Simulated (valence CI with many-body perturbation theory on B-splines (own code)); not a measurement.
Level structure of Pd XIV

Method: relativistic CI+MBPT: five valence electrons over a frozen Dirac-Fock core [Ar] 3d10, radial functions for each j: 11 s, 11 p, 10 d, 8 f, 5 g, 2 h, with the one-electron correlation potential Σ1 (screened to all orders), the two-electron term Σ2, the three-electron term Σ3, Breit, model QED; selected single and double excitations, second order for the rest, scaled by the run's own slope (own B-spline code, finite nucleus).

No measured spectrum was set against this ion. As an estimate, levels hold to about 250 cm⁻¹ or 0.2 % of their energy and the worst to 1 %, as in measured heavy ions of charge 2 to 7; those with d or f electrons hold less well. Among the levels kept, up to 2300 cm⁻¹ of a level comes from second order outside the variational space, and about a tenth of that is noise between levels of different J, which matters for small intervals.

Levels 1 to 45 of 169, with energies above the lowest level, 4s2 4p3 4S°_3/2. "Leading %" is the weight of the configuration and term that name the level; weights of strongly mixed levels are sums over their largest components and can fall short, so below about 35 % the name and the second component can differ from the true leading terms, or belong to a minority configuration. Lifetimes count E1, E2, E3, M1 and M2 decay at the calculated energies, and are blank where another channel may lead or the interval is too uncertain; long ones can be off by a factor of two.

```
No.  Configuration  Term    J  E (eV)  Leading %    Second component  Lifetime
  1        4s2 4p3   4S°  3/2   0.000         65    22 % 4s2 4p3 2P°          
  2        4s2 4p3   2D°  3/2   4.980         63    25 % 4s2 4p3 4S°    903 μs
  3        4s2 4p3   2D°  5/2   6.814         98                       4.76 ms
  4        4s2 4p3   2P°  1/2   9.840         97                        450 μs
  5        4s2 4p3   2P°  3/2  14.050         64    25 % 4s2 4p3 2D°    178 μs
  6         4s 4p4    4P  5/2  37.846         86       7 % 4s 4p4 2D    253 ps
  7         4s 4p4    4P  3/2  41.311         83       6 % 4s 4p4 2D    166 ps
  8         4s 4p4    4P  1/2  42.010         79      13 % 4s 4p4 2S    153 ps
  9         4s 4p4    2D  3/2  46.688         69       9 % 4s 4p4 4P   84.4 ps
 10         4s 4p4    2D  5/2  48.113         78  10 % 4s2 4p2 4d 2D    118 ps
 11         4s 4p4    2S  1/2  52.654         46      30 % 4s 4p4 2P   36.2 ps
 12         4s 4p4    2P  3/2  53.595         59  25 % 4s2 4p2 4d 2P   33.1 ps
 13     4s2 4p2 4d    4F  3/2  57.959         72  12 % 4s2 4p2 4d 2D    145 ps
 14         4s 4p4    2P  1/2  58.905         36      29 % 4s 4p4 2S   44.1 ps
 15     4s2 4p2 4d    4F  5/2  59.513         58  25 % 4s2 4p2 4d 4D    177 ps
 16     4s2 4p2 4d    2F  5/2  61.706         65  23 % 4s2 4p2 4d 4F    724 ps
 17     4s2 4p2 4d    4F  7/2  62.240         80  14 % 4s2 4p2 4d 4D   3.42 ns
 18     4s2 4p2 4d    4D  1/2  62.703         87       7 % 4s 4p4 2P   89.5 ps
 19     4s2 4p2 4d    4D  3/2  62.909         68  16 % 4s2 4p2 4d 4F   62.5 ps
 20     4s2 4p2 4d    2F  7/2  63.054         50  37 % 4s2 4p2 4d 4D   4.01 ns
 21     4s2 4p2 4d    4F  9/2  64.137         75  23 % 4s2 4p2 4d 2G          
 22     4s2 4p2 4d    4D  5/2  64.855         50  26 % 4s2 4p2 4d 2F   80.2 ps
 23     4s2 4p2 4d    2P  3/2  66.740         56      18 % 4s 4p4 2P   11.0 ps
 24     4s2 4p2 4d    2G  7/2  67.876         44  28 % 4s2 4p2 4d 4D    192 ps
 25     4s2 4p2 4d    4P  5/2  69.574         69  15 % 4s2 4p2 4d 2D   5.57 ps
 26     4s2 4p2 4d    2F  7/2  69.661         40  38 % 4s2 4p2 4d 2G    284 ps
 27     4s2 4p2 4d    4P  3/2  70.181         51  20 % 4s2 4p2 4d 2P   6.48 ps
 28     4s2 4p2 4d    4P  1/2  70.219         37  36 % 4s2 4p2 4d 2P   6.98 ps
 29     4s2 4p2 4d    2G  9/2  70.899         74  23 % 4s2 4p2 4d 4F    416 μs
 30     4s2 4p2 4d    2D  3/2  71.725         67  19 % 4s2 4p2 4d 4P   16.6 ps
 31     4s2 4p2 4d    2P  1/2  72.095         37  37 % 4s2 4p2 4d 4P   6.34 ps
 32     4s2 4p2 4d    2D  5/2  73.743         76   7 % 4s2 4p2 4d 2F   6.05 ps
 33     4s2 4p2 4d    2D  3/2  75.129         66  12 % 4s2 4p2 4d 4P   5.74 ps
 34     4s2 4p2 4d    2P  1/2  75.416         77  16 % 4s2 4p2 4d 2S   7.92 ps
 35     4s2 4p2 4d    2D  5/2  76.215         46  38 % 4s2 4p2 4d 2F   6.32 ps
 36     4s2 4p2 4d    2D  5/2  76.841         73  10 % 4s2 4p2 4d 2F   11.7 ps
 37     4s2 4p2 4d    2F  7/2  78.785         92                       4.03 ps
 38     4s2 4p2 4d    2S  1/2  78.823         57  14 % 4s2 4p2 4d 4P   6.73 ps
 39     4s2 4p2 4d    2P  3/2  79.060         72  12 % 4s2 4p2 4d 2D   6.76 ps
 40     4s2 4p2 4d    2D  3/2  82.169         89                       5.02 ps
 41     4s2 4p2 4d    2D  5/2  82.840         60  33 % 4s2 4p2 4d 2F   4.52 ps
 42            4p5   2P°  3/2  86.350         72  21 % 4s 4p3 4d 2P°   50.1 ps
 43      4s 4p3 4d   6D°  1/2  90.428         91   6 % 4s 4p3 4d 4P°   1.15 ns
 44      4s 4p3 4d   6D°  3/2  90.559         91                        797 ps
 45      4s 4p3 4d   6D°  5/2  90.661         88   4 % 4s 4p3 4d 4D°    992 ps
```

Names give the largest LS component (configuration and term), which can be under half, so a name can repeat, a term be missing and a line seem to break the LS rules; names also repeat where a configuration has a term twice.

The ionisation energy to 4s2 4p2 3P_0 of the next ion comes out as 312.73 eV (NIST: 311 ± 3 eV (theoretical)). All 169 levels together are meant to be complete up to 137.866 eV.
